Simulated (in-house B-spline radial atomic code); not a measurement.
Yb. Computed with a B-spline radial atomic code. Model: non-relativistic spherical atom: semilocal Troullier-Martins pseudo-atom, one channel per l, against all electrons, high spin, G0W0 and RPA with empty states to l = 8, local potential for every l without a channel, a model core (radius 0 = none) keeps its share of the functional.

Without relativity these are model numbers for so heavy an element.

What the tables leave out is listed at the end.

The pseudopotential gives back the lowest level of each angular momentum of its own functional in the configuration it was made in; a second state of the same l is only approximately right. Exact exchange, RPA and GW see the smooth pseudo-orbitals and miss the exchange with the core, for which the functional's share stands in. The column with an uncorrelated core keeps all orbitals and exact exchange, and so separates missing core correlation from pseudisation. Only the three outermost levels and the lowest empty one were computed. RPA here is direct RPA, with no exchange kernel, and its energies carry an (l + 1/2)⁻⁴ tail. A hybrid on a potential with a model core restores only its own semilocal share of the core's exchange.

Command:
```bash
python run_psgw.py task.json out
```
Settings (lengths in bohr, energies in hartree):
```
Z                      70
electrons              70
configuration          [Xe] 4f14 6s2
generated_in           [Xe] 4f14 6s2
functional             pbe,pbe
core_shells            9
radius_factor          1.3
core_correction        False
ion_configuration      [Xe] 4f14 6s1
```

Cost of the run: 2.2 min on 1 thread of Arm Neoverse N1, on a shared host.

Given: made with PBE; model core radius 0 bohr; local radius 1.673 bohr; mean-field start PBE.

Valence shells of the generating configuration: 5s, 5p, 4f, 6s.

Channel: s 1.517, p 1.657, d 2.557, f 2.097 (radii in bohr).

Computed: largest level miss in the spin-unpolarised generating configuration 0.066 eV; valence RPA correlation energy all-electron orbitals -1.937 hartree; valence RPA correlation energy pseudo -2.5557 hartree; all-electron RPA polarisability, core included 126.32 bohr³; ionisation by mean-field all-electron 5.8302 eV; ionisation by RPA all-electron 6.2344 eV; ionisation by RPA pseudo minus all 0.162 eV.

```csv
level,occupied,mean-field all-electron (eV),mean-field pseudo minus all (eV),G0W0 all-electron (eV),G0W0 uncorrelated core minus all (eV),G0W0 pseudo minus all (eV),exchange self-energy all-electron (eV),exchange self-energy pseudo (eV)
6s,1,-3.6045,-0.066,-5.8568,0.002,-0.084,-7.1234,-7.0145
```

What is the pseudo-atom RPA polarisability?

122.3 bohr³.

What is the ionisation by mean-field pseudo minus all?

0.093 eV.

Given: mean-field start PBE0.

Computed: valence RPA correlation energy all-electron orbitals -1.8262 hartree; valence RPA correlation energy pseudo -2.4747 hartree; all-electron RPA polarisability, core included 111.13 bohr³; pseudo-atom RPA polarisability 106.61 bohr³; ionisation by mean-field all-electron 5.7106 eV; ionisation by mean-field pseudo minus all 0.11 eV.

```tsv
level	occupied	mean-field all-electron (eV)	mean-field pseudo minus all (eV)	G0W0 all-electron (eV)	G0W0 uncorrelated core minus all (eV)	G0W0 pseudo minus all (eV)	exchange self-energy all-electron (eV)	exchange self-energy pseudo (eV)
6s	1	-4.1145	-0.087	-5.9402	0.002	-0.119	-6.9687	-6.8894
6p (empty)	0	-0.92121	-0.017	-0.16275	0	-0.029	-1.4264	-1.382
```

What is the ionisation by RPA all-electron?

6.0409 eV.

What is the ionisation by RPA pseudo minus all?

0.162 eV.

Given: mean-field start Hartree-Fock.

Computed: valence RPA correlation energy pseudo -2.2775 hartree; all-electron RPA polarisability, core included 95.018 bohr³; pseudo-atom RPA polarisability 89.925 bohr³; ionisation by mean-field all-electron 4.7803 eV; ionisation by mean-field pseudo minus all 0.127 eV; ionisation by RPA pseudo minus all 0.176 eV.

```tsv
level	occupied	mean-field all-electron (eV)	mean-field pseudo minus all (eV)	G0W0 all-electron (eV)	G0W0 uncorrelated core minus all (eV)	G0W0 pseudo minus all (eV)	exchange self-energy all-electron (eV)	exchange self-energy pseudo (eV)
6s	1	-4.9651	-0.131	-5.8725	0.002	-0.193	-6.4568	-6.4136
4f	1	-19.93	7.976	-15.83	-0.16	3.942	-76.825	-37.104
```

What is the valence RPA correlation energy all-electron orbitals?

-1.5795 hartree.

What is the ionisation by RPA all-electron?

5.6684 eV.

Among the listed levels the largest G0W0 shift of the pseudo-atom is +3.94 eV, for 4f on the Hartree-Fock start, while leaving the core uncorrelated moves that level by -0.16 eV. So pseudisation and the lost core exchange, not the missing core correlation, make the error. Not in the tables (levels of low weight, unsolved or above zero; the highest and the empty levels are kept at any weight): on PBE the G0W0 levels 4f (pseudo minus all +5.97 eV, weights 0.70 and 0.11), 5p (pseudo minus all -0.80 eV, weights 0.05 and 0.07), 5d (pseudo minus all -0.05 eV, weights 0.56 and 0.54); on PBE0 the G0W0 levels 4f (pseudo minus all +8.38 eV, weights 0.78 and 0.05), 5p (pseudo minus all -1.66 eV, weights 0.01 and 0.49); on Hartree-Fock the G0W0 levels 5p (pseudo minus all -2.77 eV, weights 0.39 and 0.88).
